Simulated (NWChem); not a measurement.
# Extrapolating the CCSD(T) correlation energy of Cl$_{2}$Si

```xyz
3

Si     0.0000     0.0000    -0.9417
Cl    -1.6401     0.0000     0.3877
Cl     1.6401     0.0000     0.3877
```
Charge 0, spin multiplicity 1.

Program: NWChem. Structure: optimised with PBE/def2-SVP, a minimum by its harmonic frequencies.

The correlated methods keep 15 core orbitals frozen. The structure started from a generated list of species. No row is a measurement; the coupled-cluster row has its own basis-set and correlation limits.

Worked example. The CCSD(T) correlation energy is -387.99 mHa in cc-pVDZ and -532.56 mHa in cc-pVTZ. The form E(X) = E∞ + A/X³ turns the pair into an estimate of the basis-set limit.

E∞ = (3³·(-532.56) − 2³·(-387.99))/(3³ − 2³) = -593.4 mHa. The larger basis holds 90 % of that, at about 5 times the processor time of the smaller one. This is a two-point estimate, and a rough one from so small a pair.
